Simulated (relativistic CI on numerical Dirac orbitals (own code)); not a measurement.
**Hyperfine structure of Bi⁶⁶⁺, mass number 207**

Computed by Dirac-Coulomb-Breit CI, KLI orbitals optimised for each configuration, QED by a radiative potential, unscaled Slater integrals (own radial code, finite nucleus).

CI space (outside the closed core [Ne]): 3s2 3p5, 3s2 3p4 3d, 3s 3p6, 3s 3p5 3d, 3s 3p4 3d2, 3p6 3d, 3s2 3p3 3d 4p, 3s2 3p4 4s, 3s 3p4 3d 4s, 3p6 4s, 3s2 3p4 4p, 3p6 4p, 3s2 3p3 3d2, 3s2 3p2 3d3, 3s 3p3 3d3, 3s2 3p2 3d2 4s, 3s2 3p2 3d2 4p. Double excitations out of closed p, d and f shells are left out; levels of such configurations are missing from the list, as are those of other unlisted configurations, and high levels can miss mixing partners.

Nuclear spin I = 9/2, μ = 4.0729 μN, Q = -0.76 b (tables of Stone and Pyykkö). The electronic factors are computed for point nuclear moments, without core polarisation or the Bohr-Weisskopf and QED corrections.

```csv
Level,E (10³ cm⁻¹),A (GHz),B (GHz)
3s2 3p5 2P°_3/2,0.0,287.6,497
3s2 3p4 3d 4P_1/2,2278.0,436.1,
3s2 3p4 3d 2D_3/2,2483.3,164.6,-317
3s2 3p4 3d 4F_9/2,3328.4,162.9,-127
3s2 3p4 3d 2P_1/2,3405.5,-205.9,
3s2 3p4 3d 2D_5/2,3603.6,83.23,-584
3s2 3p4 3d 2D_5/2,3705.3,121,474
```

Levels with J = 0, under 50 % of one LS term, or S terms without an open s electron are left out. Small factors come from cancelling terms and can be off by tens of per cent or more.

At this charge energies of transitions that change n are usually good to better than 1 %, and those within a shell (Δn = 0) to a few per cent.

(1) Give the hyperfine levels of 3s2 3p5 2P°_3/2 relative to its centre of gravity.

Answers

(1) With K = F(F + 1) − I(I + 1) − J(J + 1), E = AK/2 + B[¾K(K + 1) − I(I + 1)J(J + 1)]/[2I(2I − 1)J(2J − 1)]: F = 3: -2145, F = 4: -1326, F = 5: 8.704, F = 6: 2066 GHz.

LS names give the leading component of a level, which can be under half, so a name can repeat, a term be missing and a line seem to break the LS rules.
